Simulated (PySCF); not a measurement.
# Heteronuclear NMR

Atom-mapped SMILES (the numbers label the heavy atoms): `[CH3:1][Si:2]([CH3:3])([CH3:4])[CH2:5]/[P:6]=[CH:7]/[F:8]`; H(Xn) means a hydrogen on atom n.

Single conformer, gas phase, no relativistic terms, fast rotation and ring inversion assumed for equivalent nuclei. GFN2-xTB geometry; shieldings: GIAO PBE0/pcSseg-1; PySCF 2.14.

Q: Where does $^{19}$F resonate?

A: 
```tsv
atoms	environment	σ (ppm)	δ (ppm)
F8	fluorine bonded to C	227.5	-59.3
```

Shieldings were converted by a linear fit to measured shifts: $^{19}$F (scatter 6.0 ppm rms, 7.0 ppm with the 5 outliers that the fit left out vs CFCl3, solution or neat liquid, with a term for F on sp3 carbon). Occasional misses reach two or three times the rms, and more in compound classes unlike the fitted ones.

On a 300 MHz spectrometer $^{19}$F resonates near 282.3 MHz, so 1 ppm is 282.3 Hz.

Q: Predict the $^{31}$P NMR data.

A: 
```tsv
atoms	environment	σ (ppm)	δ (ppm)
P6	phosphorus bonded to 2 C	121.6	169.4
```

Shieldings were converted by a linear fit to measured shifts: $^{31}$P: δ = 270.09 − 0.828σ (rms 18.1 ppm, 64 shifts vs H3PO4, solution or neat liquid). Occasional misses reach two or three times the rms, and more in compound classes unlike the fitted ones.

On a 400 MHz spectrometer $^{31}$P resonates near 161.9 MHz, so 1 ppm is 161.9 Hz.

Q: Predict the $^{29}$Si NMR data.

A: 
```tsv
atoms	environment	σ (ppm)	δ (ppm)
Si2	silicon bonded to 4 C	347.6	-5.7
```

Shieldings were converted by a linear fit to measured shifts: $^{29}$Si: δ = 279.94 − 0.822σ (rms 8.9 ppm, 72 shifts, 25.8 ppm with the 6 outliers that the fit left out vs TMS, solution or neat liquid). A few per cent of atoms miss by over 2 rms, more outside the fitted compound classes.

On a 300 MHz spectrometer $^{29}$Si resonates near 59.6 MHz, so 1 ppm is 59.6 Hz.
